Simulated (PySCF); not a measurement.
A structure optimised at PBE-D3(BJ)/def2-SVP, used in a PySCF frequency run:

```xyz
16

N     -3.5136    -0.3997    -0.4069
C     -2.4554    -0.3266     0.6003
Si    -0.7936     0.0594    -0.2476
C      0.6368    -0.0130     1.0062
Si     2.3307    -0.0824     0.2115
F      2.3403     0.9246    -1.0912
H     -3.3724    -1.2213    -1.0081
H     -4.4333    -0.5282     0.0339
H     -2.3341    -1.2244     1.2643
H     -2.6636     0.5243     1.2869
H     -0.5591    -0.9798    -1.3172
H     -0.8423     1.4118    -0.8965
H      0.5690     0.8670     1.6810
H      0.5154    -0.9212     1.6375
H      3.4207     0.3787     1.1384
H      2.6240    -1.4699    -0.2842
```
Charge 0, spin multiplicity 1.

Task: Write its SMILES and formula.

Result: NC[SiH2]C[SiH2]F, C₂H₁₀FNSi₂

Task: What are its rotational constants (standard atomic weights)?

Result: 6.3424, 0.82553, 0.76440 GHz
